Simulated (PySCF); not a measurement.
C₃H₇BF₂O, SMILES C[C@@H](O)B(F)CF. Atoms are numbered in the order given.

```xyz
14

C     -1.5566     0.1501    -1.0166
C     -0.8594     0.4244     0.3251
O     -1.6641     0.0656     1.4339
B      0.4944    -0.3719     0.3727
F      0.6805    -1.3605     1.2420
C      1.6824    -0.0812    -0.6218
F      1.4366     1.0184    -1.4400
H     -2.4904     0.7341    -1.0922
H     -1.8218    -0.9155    -1.1097
H     -0.9117     0.4383    -1.8605
H     -0.5923     1.5072     0.3421
H     -2.4915     0.5601     1.3667
H      2.6202     0.0957    -0.0591
H      1.8760    -0.9666    -1.2601
```

Geometry: r2SCAN-D4/def2-SVP. The structure was generated by enumeration; whether it is a known compound was not checked. One conformer was computed; it need not be the lowest.

Level of theory: PySCF with TDA-PBE/def2-SVPD.

Vertical excitations. Isolated molecule, no solvent.

Computed UV-visible absorptions:
| state | energy (eV) | λ (nm) | f | main pairs |
|---|---|---|---|---|
| S1 | 4.99 | 248 | 0.015 | HOMO→LUMO 99 % |
| S2 | 5.57 | 223 | 0.006 | HOMO−1→LUMO 99 % |
| S3 | 6.08 | 204 | 0.008 | HOMO→LUMO+1 99 % |
| S4 | 6.58 | 188 | 0.001 | HOMO−1→LUMO+1 94 % |
| S5 | 6.59 | 188 | 0.005 | HOMO→LUMO+2 96 % |
| S6 | 6.63 | 187 | 0.012 | HOMO−2→LUMO 89 % |
| T1 | 4.79 | 259 | 0 | HOMO→LUMO 98 % |
| T2 | 5.11 | 242 | 0 | HOMO−1→LUMO 98 % |
Triplets are in the Tamm–Dancoff approximation.
